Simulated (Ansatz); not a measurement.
Strength of the Mg–Au bond: MgAu → Au + Mg

Species: MgAu, doublet; Au atom, doublet; Mg atom, singlet. 

Shapes, held fixed at every level: PBE0-D4/def2-TZVP. Programs: Ansatz 0.2.0. The zero-point and thermal change to 298 K, harmonic and unscaled (PBE0-D4/def2-TZVP), is +0.9 kJ/mol.

Q: Estimate ΔH(298 K) of this reaction.

A: The highest level, CCSD(T)/def2-TZVPP, gives ΔH(298 K) = +148.4 kJ/mol; the levels span +134.1 to +181.1. A fragment pairs its electrons up again, so this isn't a typical strength of such a bond. The column of differences is taken from that level and isn't an error. No measured value is set beside it here. Spin contamination: MgAu (⟨S²⟩ up to 0.80). Open shells run unrestricted unless RO is named. For atoms past krypton def2 sets carry core potentials with scalar relativity. Correlated rows may include outer-core shells of Au, Mg, which these sets cover unevenly.

| level | kind | ΔH(298 K) (kJ/mol) | less CCSD(T)/def2-TZVPP |
| --- | --- | --- | --- |
| PBE-D4/def2-TZVPP | GGA | +181.1 | +32.7 |
| r2SCAN0-D4/def2-TZVPP | global hybrid | +174.2 | +25.8 |
| B2PLYP/def2-TZVPP | double hybrid | +152.9 | +4.5 |
| MP2/def2-SVP | perturbation theory | +168.7 | +20.3 |
| MP2/def2-TZVPP | perturbation theory | +178.0 | +29.6 |
| CCSD(T)/def2-SVP | coupled cluster or CI | +139.4 | -9.0 |
| CCSD/def2-TZVPP | coupled cluster or CI | +134.1 | -14.3 |
| CCSD(T)/def2-TZVPP | coupled cluster or CI | +148.4 | 0.0 |
